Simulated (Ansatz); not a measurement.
Ga5Sb4H16⁻, a cluster cut from zinc blende GaSb (hydrogen-capped). Charge -1, multiplicity 3. Geometry r2SCAN-D4/def2-SVP, that of the charge -1 singlet; atoms count from 1.

Cartesian coordinates in Å:
```
Ga -1.0596 0.6866 -3.0765
Ga -3.1980 0.3148 0.8443
Ga -0.1493 -2.8199 -0.3526
Ga 3.2244 0.1802 -0.7826
Ga 1.0876 -0.2028 3.1353
Sb -1.8765 -0.9108 -1.1123
Sb 1.2380 1.5776 -1.9679
Sb -1.0939 1.1635 2.3120
Sb 1.7577 -1.3459 0.8287
H -1.9899 1.9420 -3.2598
H -0.5992 -0.1579 -4.3221
H -3.9521 1.6034 0.3486
H -3.9259 -0.7356 1.7629
H 0.4616 -3.4809 -1.6442
H -0.8423 -3.7091 0.7465
H 3.8516 -0.6800 -1.9417
H 4.1007 1.2221 0.0057
H 0.5285 -1.2745 4.1431
H 2.1390 0.8681 3.6068
H -3.1320 -1.7832 -1.8793
H 1.9512 2.6887 -3.0553
H 0.7761 2.7738 -0.8422
H -1.7045 2.0374 3.6495
H -0.4990 2.5479 1.5114
H 2.9058 -2.5054 1.3416
```

In the def2 sets Sb takes a core potential; there is no spin–orbit coupling. Single mean-field runs in def2-TZVP are fitted with def2-universal-jkfit. The highest occupied level of the charge -1 triplet lies above zero (up to 0.21 eV). By energy differences its removal costs 0.96 eV (vertical, to the charge 0 doublet, at PBE0-D4/def2-TZVP); self-interaction error and the lack of diffuse functions both raise the level. At PBE0-D4/def2-TZVP a singlet of charge -1 lies 4.18 eV below the triplet at the same geometry.

Estimate the Mulliken populations from the PBE0/def2-TZVP orbitals of Ansatz.


| atom | charge (e) | spin (α − β) |
| --- | --- | --- |
| Ga1 | 0.10 | -0.02 |
| Ga2 | 0.10 | -0.02 |
| Ga3 | 0.13 | 0.16 |
| Ga4 | 0.10 | -0.02 |
| Ga5 | 0.10 | -0.02 |
| Sb6 | -0.10 | 0.49 |
| Sb7 | -0.07 | 0.13 |
| Sb8 | -0.07 | 0.13 |
| Sb9 | -0.10 | 0.48 |
| H10 | -0.08 | 0.04 |
| H11 | -0.10 | 0.00 |
| H12 | -0.08 | 0.04 |
| H13 | -0.10 | 0.00 |
| H14 | -0.08 | -0.01 |
| H15 | -0.08 | -0.01 |
| H16 | -0.10 | 0.00 |
| H17 | -0.08 | 0.04 |
| H18 | -0.10 | 0.00 |
| H19 | -0.08 | 0.04 |
| H20 | -0.07 | 0.18 |
| H21 | -0.07 | 0.10 |
| H22 | 0.00 | 0.00 |
| H23 | -0.07 | 0.10 |
| H24 | 0.00 | 0.00 |
| H25 | -0.07 | 0.18 |
Mulliken values and Mayer orders depend strongly on the basis.

Where does the spin sit?

Summed by element: Ga 0.09, Sb 1.22, H 0.69, of 2 unpaired in all. Largest on single atoms: Sb6 0.49, Sb9 0.48, H20 0.18.

And the Mayer bond orders between bonded heavy atoms (over 0.3)?

Ga1–Sb6 0.74 (2.66 Å); Ga1–Sb7 0.70 (2.70 Å); Ga2–Sb6 0.74 (2.66 Å); Ga2–Sb8 0.70 (2.70 Å); Ga3–Sb6 0.61 (2.68 Å); Ga3–Sb9 0.61 (2.68 Å); Ga4–Sb7 0.70 (2.70 Å); Ga4–Sb9 0.74 (2.66 Å); Ga5–Sb8 0.70 (2.70 Å); Ga5–Sb9 0.74 (2.66 Å).
